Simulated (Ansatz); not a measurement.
Question: Name a neutral molecule of B, O, S and H with LUMO energy (B3LYP/def2-TZVPP) between -2.10 and -1.80 eV and ideal-gas entropy at 298 K and 1 bar (rigid rotor, harmonic PBE0-D4/def2-TZVP) between 333 and 349 J/(mol·K) (Ansatz, PBE0-D4/def2-TZVP geometry).

Answer: `OB(O)BS` (-2.01 eV, 334 J/(mol·K)). Other molecules can fit too; these were computed, each in one conformer that needn't be the lowest.

B3LYP here is the variant with VWN-RPA as its local correlation; programs differ in this.
